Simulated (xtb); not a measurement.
xtb input (GFN2-xTB):

```bash
xtb mol.xyz --gfn 2 --ohess tight --chrg 0 --uhf 0
```
mol.xyz:
```
16

C      1.70941158    -0.02470227    -0.68508103
Si    -0.00070050    -0.01861434     0.03047598
C     -1.10395455    -0.95790577    -1.10610553
C     -0.64660306     1.72780492     0.12951112
N      0.10546705    -0.63693973     1.60397003
H      2.42110594     0.56746704    -0.12132937
H      2.16372720    -1.02650777    -0.71596056
H      1.73252064     0.32643365    -1.70291406
H     -1.18978410    -0.59607029    -2.07372351
H     -0.77008325    -1.99809636    -1.22756266
H     -2.18599409    -1.01723586    -0.68595905
H     -1.68957129     1.74295337     0.64564768
H     -0.73289072     2.17926053    -0.82942617
H      0.02670885     2.37075184     0.77736864
H     -0.68392213    -0.57886365     2.28761496
H      0.61503212    -1.47154555     1.77504854
```

End of the output:

```
   ------------------------------------------------------------------------
    298.15    0.106336E-01    0.146578E+00    0.442150E-01    0.102363E+00
   ------------------------------------------------------------------------

         :::::::::::::::::::::::::::::::::::::::::::::::::::::
         ::                  THERMODYNAMIC                  ::
         :::::::::::::::::::::::::::::::::::::::::::::::::::::
         :: total free energy         -16.574400568239 Eh   ::
         ::.................................................::
         :: total energy              -16.676763948805 Eh   ::
         :: zero point energy           0.135944807744 Eh   ::
         :: G(RRHO) w/o ZPVE           -0.033581427178 Eh   ::
         :: G(RRHO) contrib.            0.102363380566 Eh   ::
         :::::::::::::::::::::::::::::::::::::::::::::::::::::

optimized geometry written to: xtbopt.xyz

           -------------------------------------------------
          | TOTAL ENERGY              -16.676763948805 Eh   |
          | TOTAL ENTHALPY            -16.530185576998 Eh   |
          | TOTAL FREE ENERGY         -16.574400568239 Eh   |
          | GRADIENT NORM               0.000162914347 Eh/α |
          | HOMO-LUMO GAP               6.803136413046 eV   |
           -------------------------------------------------

------------------------------------------------------------------------
------------------------------------------------------------------------
 total:
 SCF:
 ANC optimizer:
 analytical hessian:
```
